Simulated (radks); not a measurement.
The numbers below are computed, except where a source is named.
Dispersion coefficients C6 (hartree bohr^6) between ground-configuration atoms and ions, from the Casimir-Polder integral (3/pi) of alpha_A(iw) alpha_B(iw). Level of theory: non-relativistic Kohn-Sham, LDA (Slater exchange, Perdew-Wang correlation), spin-polarised, spherical densities, point nucleus; open shells are filled with parallel spins first (a radial shooting solver on a logarithmic mesh with Libxc functionals). Response by self-consistent Sternheimer equations with the Hartree and adiabatic LDA kernel. For heavy and open-shell atoms this level of theory can miss by tens of per cent.

\begin{tabular}{lrrrrrrr}
C6 & Co & Co+ & Co2+ & Co3+ & Co4+ & Co5+ & Co6+ \\ \hline
Co & 430.0 &  &  &  &  &  &  \\
Co+ & 115.7 & 36.42 &  &  &  &  &  \\
Co2+ & 53.15 & 18.85 & 10.54 &  &  &  &  \\
Co3+ & 29.87 & 11.44 & 6.724 & 4.437 &  &  &  \\
Co4+ & 19.39 & 7.793 & 4.721 & 3.185 & 2.321 &  &  \\
Co5+ & 14.26 & 5.876 & 3.618 & 2.471 & 1.817 & 1.429 &  \\
Co6+ & 11.26 & 4.701 & 2.919 & 2.007 & 1.483 & 1.170 & 0.9593 \\
\end{tabular}

Static polarisabilities (bohr^3): Co ([Ar] 3d7 4s2) 51.55, Co+ ([Ar] 3d8) 10.23, Co2+ ([Ar] 3d7) 3.686, Co3+ ([Ar] 3d6) 1.837, Co4+ ([Ar] 3d5) 1.118, Co5+ ([Ar] 3d4) 0.7968, Co6+ ([Ar] 3d3) 0.6197. The combination rule 2 Ca Cb / ((alpha_b/alpha_a) Ca + (alpha_a/alpha_b) Cb) gives 1.813 for Co4+-Co5+, against 1.817 from the integral.
